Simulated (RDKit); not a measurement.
A run for RDKit: MMFF94 on CH5NOSi (a complex), monomers drawn apart or pushed together.

```python
from rdkit import Chem
from rdkit.Chem import AllChem, rdDetermineBonds

blocks = [
'''3

C    -1.24173655    1.04102897    0.17973314
N    -1.98824096    1.38178261   -0.62158182
H    -0.54110061    0.72179297    0.93158787
''',
'''6

O     0.89186741   -0.01726735    2.61411387
Si    0.45283375   -0.94211603    3.92797431
H     1.81122917    0.24977680    2.53119210
H     1.19657552   -2.22258743    3.94270643
H    -0.99201624   -1.18039493    3.75634365
H     0.71692307   -0.21906768    5.19304756
''',
]
mol = None
for b in blocks:
    f = Chem.MolFromXYZBlock(b)
    rdDetermineBonds.DetermineBonds(f, charge=0)
    mol = f if mol is None else Chem.CombineMols(mol, f)
Chem.SanitizeMol(mol)
print(Chem.MolToSmiles(Chem.RemoveHs(mol)))
ff = AllChem.MMFFGetMoleculeForceField(mol, AllChem.MMFFGetMoleculeProperties(mol), nonBondedThresh=100.0, ignoreInterfragInteractions=False)
e = ff.CalcEnergy()
print(f'MMFF94 energy {e:.6f} kcal/mol')
```

The log:

```
C#N.O[SiH3]
MMFF94 energy -19.813177 kcal/mol
```

The run finished.

Cost: about 0.03 core-seconds (a rough figure).
